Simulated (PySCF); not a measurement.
Species: [Ta(Cl)3(F)2] (charge 0, multiplicity 1).

### Question
What is the computed HOMO, LUMO and dipole moment (PySCF with PBE-D3(BJ)/def2-TZVP // PBE-D3(BJ)/def2-SVP)?

### Answer

```yaml
HOMO: -8.14 eV
LUMO: -4.28 eV
dipole_moment: 0.68 D
```
